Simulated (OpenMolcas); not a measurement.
## 4s2 4p2 along the 32-electron sequence

```json
{
 "Program": "OpenMolcas",
 "Method": "MS-CASPT2, IPEA 0.25 Eh, imaginary shift 0.1 Eh",
 "Basis": "ANO-RCC-VQZP",
 "Scalar Hamiltonian": "DKH2, point nucleus",
 "Spin-orbit coupling": "state interaction with AMFI integrals over the reference wave functions, term energies averaged over their components"
}
```

Active space for each ion: 4 electrons in 4 orbitals (4s 4p); closed shells correlated by CASPT2: 3d.

Computed levels in cm-1 above 3P0:

| Level | Se2+ | Br3+ | Kr4+ |
| --- | --- | --- | --- |
| 3P1 | 1533 | 2310 | 3320 |
| 3P2 | 3500 | 5030 | 6870 |
| 1D2 | 12380 | 15460 | 18790 |
| 1S0 | 26900 | 32310 | 37930 |
| weight of 3P in the lowest level (%) | 99 | 98 | 97 |

Measured, with the error of the calculation in %. Measured levels: Se2+ from Moore, Atomic Energy Levels, vol. II, NSRDS-NBS 35 (1971 reprint of NBS Circular 467, 1952); Kr4+ from Saloman, J. Phys. Chem. Ref. Data 36, 215 (2007).

```csv
Level,Se2+,Kr4+
3P1,1741 (-12.0),3743 (-11.2)
3P2,3937 (-11.0),7595 (-9.5)
1D2,13032 (-5.0),19723 (-4.7)
1S0,,39204 (-3.2)
```

The fine-structure level 3P2 changes by a factor of 1.96 from Se2+ to Kr4+. Its fourth root runs 7.69, 8.42, 9.10, with steps per unit of Z of 0.73, 0.68; equal steps would mean a (Z - σ)^4 law with constant σ.

1D2 changes by a factor of 1.52 over the same range, with steps per unit of Z of +3080, +3330 cm-1.

Over all roots computed the reference weight is 0.86 to 0.98 in Se2+, 0.86 to 0.98 in Br3+, 0.87 to 0.98 in Kr4+; the roots of lowest weight are the least certain, and an intruder state may touch them. Computed and measured levels are paired by configuration, term and J; levels that our copy of the source lacks, or whose pairing is in doubt (as where it misses far off the trend of its configuration), stay unpaired and out of the deviations. Levels of configurations outside the active space are missing.
